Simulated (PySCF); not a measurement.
**Orbital picture of SnO⁺**

PBE0 at R = 2.007 Å; basis Sn aug-cc-pVDZ-PP with ECP28, O aug-cc-pVDZ; scalar-relativistic core potentials; PySCF 2.14. State: ²Π (doublet), unpaired electrons π ↑. Only the outer orbitals are listed, counted within each symmetry, core potentials removing the inner ones.

| spin | orbital | occ. | ε (eV) | on Sn (%) | main shells (%) |
| --- | --- | --- | --- | --- | --- |
| α | 5σ | 1 | -32.91 | 9 | 90 O s |
| α | 6σ | 1 | -19.65 | 69 | 68 Sn s, 26 O p |
| α | 3π | 1 | -17.73 | 4 | 96 O p |
| α | 3π | 1 | -15.79 | 7 | 92 O p |
| α | 7σ | 1 | -15.46 | 45 | 55 O p, 27 Sn s, 18 Sn p |
| α | 4π | 0 | -9.38 | 99 | 98 Sn p |
| α | 4π | 0 | -9.13 | 96 | 95 Sn p |
| α | 8σ | 0 | -6.42 | 110 | 98 Sn p, 8 O p |
| β | 5σ | 1 | -30.72 | 5 | 94 O s |
| β | 6σ | 1 | -19.39 | 76 | 75 Sn s, 19 O p |
| β | 7σ | 1 | -14.94 | 41 | 58 O p, 21 Sn p, 19 Sn s |
| β | 3π | 1 | -14.93 | 11 | 88 O p, 10 Sn p |
| β | 3π | 0 | -11.03 | 44 | 55 O p, 43 Sn p |
| β | 4π | 0 | -9.10 | 93 | 92 Sn p |
| β | 4π | 0 | -8.40 | 61 | 58 Sn p, 39 O p |

Question: Which are the highest filled and the lowest empty level, where do they sit, and how wide is the gap?

Answer: Highest filled β 3π at -14.93 eV (in %: 88 O p, 10 Sn p); lowest empty β 3π at -11.03 eV (in %: 55 O p, 43 Sn p); the gap at PBE0 is 3.90 eV. Both belong to one degenerate shell, split only by its one-sided filling, so this is no excitation gap.

* bond order (Mayer): 0.90
* ⟨S²⟩: 0.758
* charge on Sn (Mulliken, basis-dependent): 1.46
* charge on Sn (Löwdin, basis-dependent): 1.48
* dipole moment (positive dipole points towards O; it is taken about the centre of mass and depends on that origin): -2.67 D
* polarisability along the bond: 38.0 bohr³
* polarisability across the bond: 26.0 bohr³

Shares are Mulliken populations and can fall outside 0 to 100 %.

Spin–orbit coupling is left out. The state is the lowest determinant that a PBE0 search found; another state may lie lower at other levels.
